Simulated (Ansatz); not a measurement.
Start from `C[O][Al]([F])[SH]` and change one element to get `C[O][Ga]([F])[SH]`.

Ansatz, PBE0-D4/def2-TZVP geometries, multiplicity 1. Each molecule was computed in one conformer, which needn't be the lowest.

Scalar relativity is left out up to krypton.

| property | `C[O][Al]([F])[SH]` |
| --- | --- |
| HOMO energy (PBE0/def2-TZVPP) / eV | -7.87 |
| HOMO energy (PBE/def2-TZVPP) / eV | -6.59 |
| size of the dipole moment (ωB97M-V/def2-TZVPP) / D | 1.01 |
| HOMO–LUMO gap (B3LYP/def2-TZVPP) / eV | 6.66 |
| size of the dipole moment (PBE/def2-TZVPP) / D | 0.91 |
| HOMO energy (ωB97M-V/def2-TZVPP) / eV | -10.06 |

Problem. Give the same properties after the change, and the shifts. (Estimate.)

Solution. The calculation gave: 
```csv
property,`C[O][Ga]([F])[SH]`,shift
HOMO energy (PBE0/def2-TZVPP) / eV,-8.02,-0.15
HOMO energy (PBE/def2-TZVPP) / eV,-6.62,-0.03
size of the dipole moment (ωB97M-V/def2-TZVPP) / D,1.52,0.51
HOMO–LUMO gap (B3LYP/def2-TZVPP) / eV,6.31,-0.35
size of the dipole moment (PBE/def2-TZVPP) / D,1.57,0.66
HOMO energy (ωB97M-V/def2-TZVPP) / eV,-10.26,-0.20
```

With PBE0 the HOMO falls by 0.15 eV and the LUMO falls by 0.48 eV, so the gap narrows by about 0.33 eV. PBE moves the HOMO by -0.03 eV and ωB97M-V by -0.20 eV. Dipoles are sizes alone; their direction can turn.

B3LYP here is the variant with VWN-RPA as its local correlation; programs differ in this.
